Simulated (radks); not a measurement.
Spherical quantum dot in the effective-mass picture: electrons in a hard-walled sphere of radius 1.27, with a point charge +2 (a donor) at the centre, all in effective atomic units (hartree* = m*/eps^2 hartree, bohr* = eps/m* bohr), one dielectric constant everywhere. Calculated with a radial shooting solver with Libxc functionals: non-relativistic Kohn-Sham, exchange-only LDA, spin-polarised, spherical densities. Levels are named by radial order and angular momentum (1s, 1p, 1d, 2s, ...), and open shells are averaged over m. At N = 13 the configuration is 1s2 1p6 1d(up 5, down 0). Does electron 14 go into 1d down or 2s down or 2s up?

Answer. Into 1d down. The total energies of the other choices lie higher by 0.401 hartree* (2s up), 0.594 hartree* (2s down).
